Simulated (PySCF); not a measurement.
# Cl2GaHO: core ionisation energies

Compound: GaCl2(OH).
Geometry (PBE0-D3(BJ)/def2-SVP, Å), atoms numbered from 1 in this order:
```xyz
5
Cl2GaHO angstrom
Ga     0.3057    0.2429   -0.0622
Cl     2.4126    0.3762   -0.2282
Cl    -0.8871    1.9909   -0.3041
O     -0.4347   -1.3245    0.2696
H     -1.3966   -1.2854    0.3249
```

Computed, not measured: delta-SCF UKS SCAN, pcX-2 on the ionised atom, pcseg-1 elsewhere, spin-free X2C (PySCF 2.14.0). Binding energies are ΔSCF values: E(core-ionised, relaxed orbitals) − E(ground state) at a fixed geometry, referred to the vacuum level.

Problem. What binding energy does each computed site have?

Solution. 
```
atom(s)                environment     level  binding energy (eV)  2p1/2 (eV)  count
Cl2/Cl3      chlorine bonded to Ga  Cl 2p3/2               206.31      207.97      2
Cl2/Cl3      chlorine bonded to Ga     Cl 1s              2828.91           –      2
     O4  oxygen bonded to Ga and H      O 1s               538.78           –      1
```

Problem. Which effective nuclear charge Zeff reproduces each element's mean 1s value in the hydrogen-like formula E = 13.606 eV × Zeff²?

Solution. O (Z = 8): mean 538.8 eV, Zeff = 6.29, Z − Zeff = 1.71; Cl (Z = 17): mean 2828.9 eV, Zeff = 14.42, Z − Zeff = 2.58. Means run over the listed sites, weighted by atom count.

One atom of each set of topologically equivalent atoms was ionised and stands for the set; in this conformer not all members are related by symmetry, and their own values weren't computed. The 2p values aren't plain energy differences: one relaxed spin-free 2p hole is combined with a matrix within the shell (ground-state 2p orbital-energy differences and spin–orbit coupling). 2p3/2, the mean of its two sublevels, lies a third of the splitting below the shell's mean and 2p1/2 two thirds above it; the statistical areas are 2:1. 2p1/2 minus 2p3/2 (ligand field included): Cl 1.65 eV. No level of gallium is listed. The structure is a single PBE0-D3(BJ)/def2-SVP conformer in the gas phase; no vibrational or solvent corrections.
